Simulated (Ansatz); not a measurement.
Zn₁₂S₁₂ (started as a model of: (ZnS)12 cage of four- and six-membered rings), relaxed as a singlet with RKS PBE-D4/def2-SVP in Ansatz, starting from the GFN1-xTB geometry. Force threshold 0.03 eV/Å.

Single mean-field runs in def2-SVP are fitted with def2-universal-jkfit.

Start:

Cartesian coordinates in Å:
```
S -0.2320 -3.6256 -1.0946
S 1.0137 -1.2665 -3.4231
S 2.8203 1.9479 -1.6135
S 3.3129 -1.8223 -0.0755
S 2.9095 0.7562 2.3188
S 0.4672 -2.5088 2.7958
S -2.8185 -1.9413 1.6157
S -2.9086 -0.7591 -2.3130
S -0.4695 2.5053 -2.8033
S -3.3148 1.8259 0.0752
S -1.0077 1.2671 3.4288
S 0.2311 3.6191 1.0890
Zn 1.7475 -2.4896 -1.5781
Zn -1.0299 -2.0081 -2.5756
Zn 1.2606 0.9571 -3.0364
Zn 3.3842 0.5073 0.0483
Zn 2.3362 -1.4866 2.0152
Zn -0.9066 -3.1371 1.0184
Zn -1.2556 -0.9572 3.0393
Zn -3.3895 -0.5009 -0.0431
Zn -2.3386 1.4823 -2.0170
Zn 0.9024 3.1407 -1.0274
Zn 1.0336 2.0100 2.5752
Zn -1.7477 2.4839 1.5810
```

**Question.** Estimate the energy that the relaxation releases and the steps that it takes.

**Answer.** 32.8 kcal/mol, in 4 steps; 25 s on 4 threads of AMD EPYC 7R13 on a shared host and a share (37 GiB) of an NVIDIA H100 80GB HBM3. No frequencies were taken in this run, so the end may be a saddle point.

**Question.** Does the start keep its bonding and symmetry?

**Answer.** By distances, no bond broke or formed. The bond that changes most is S11–Zn19, from 2.27 to 2.25 Å (atoms count from 1). Point group Th at the start, Th at the end, both within 0.05 Å.

**Question.** Predict the relaxed structure.

**Answer.** 
```xyz
24

S    -0.2270   -3.6541   -1.1159
S     1.0191   -1.2942   -3.4547
S     2.8390    1.9722   -1.6428
S     3.3577   -1.8357   -0.0635
S     2.9434    0.7529    2.3279
S     0.4574   -2.5386    2.8276
S    -2.8391   -1.9720    1.6430
S    -2.9435   -0.7531   -2.3277
S    -0.4575    2.5384   -2.8278
S    -3.3576    1.8358    0.0634
S    -1.0189    1.2942    3.4548
S     0.2270    3.6540    1.1159
Zn    1.6484   -2.3077   -1.4501
Zn   -0.9821   -1.8555   -2.3953
Zn    1.1674    0.8646   -2.8347
Zn    3.1477    0.4862    0.0195
Zn    2.1535   -1.3971    1.8857
Zn   -0.8366   -2.9303    0.9265
Zn   -1.1672   -0.8646    2.8347
Zn   -3.1478   -0.4859   -0.0194
Zn   -2.1536    1.3969   -1.8858
Zn    0.8363    2.9304   -0.9267
Zn    0.9822    1.8556    2.3953
Zn   -1.6484    2.3075    1.4501
```
Bond lengths (bridged metal pairs left out): 36 × S–Zn 2.25 to 2.33 Å.
